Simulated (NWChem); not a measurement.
System: SbHOF2; SMILES [OH][Sb]([F])[F]

Results from NWChem. Coordinates come from a PBE0/def2-SVP optimisation. No frequency run checked for a minimum. def2 effective core potentials on Sb; no spin-orbit coupling. Gas phase, vertical. One conformer.

CAM-B3LYP/def2-SVPD, TDA puts singlet state 1 at 6.95 eV with oscillator strength 0.087.

Q: Give the wavelength, the transition dipole and the radiative lifetime of that state in vacuum.

A: 
1. λ = 1239.84/6.95 = 178 nm, or 56060 cm⁻¹.
2. f = (2/3) ΔE μ² in atomic units, so μ = √(1.5 f/ΔE) = 0.71 a.u. = 1.82 D.
3. τ = 1.499 s cm⁻² / (f ν²) = 5.5 ns, for a non-degenerate state that emits at the vertical energy.
